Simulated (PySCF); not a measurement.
B(OH)2(SMe) (CH₅BO₂S), SMILES S(B(O)O)C. The structure is a stationary point at B3LYP-D3(BJ)/def2-SVP. One conformer was computed; it need not be the lowest.

Computed equilibrium geometry at B3LYP-D3(BJ)/def2-SVP (PySCF confirms it by a frequency run) as bond lengths and angles, and its point group (one conformer of several):
point group Cs.
Atoms: B1 O2 H3 O4 H5 S6 C7 H8 H9 H10. Bonded distances (Å): B1–O2 1.366, B1–O4 1.368, B1–S6 1.823, O2–H3 0.964, O4–H5 0.965, S6–C7 1.831, C7–H8 1.098, C7–H9 1.098, C7–H10 1.098. Angles (°): O2–B1–O4 125.3, O2–B1–S6 116.0, O4–B1–S6 118.7, B1–O2–H3 115.6, B1–O4–H5 115.4, B1–S6–C7 101.2, S6–C7–H8 111.0, S6–C7–H9 106.8, S6–C7–H10 111.0, H8–C7–H9 109.4, H8–C7–H10 109.2, H9–C7–H10 109.4.
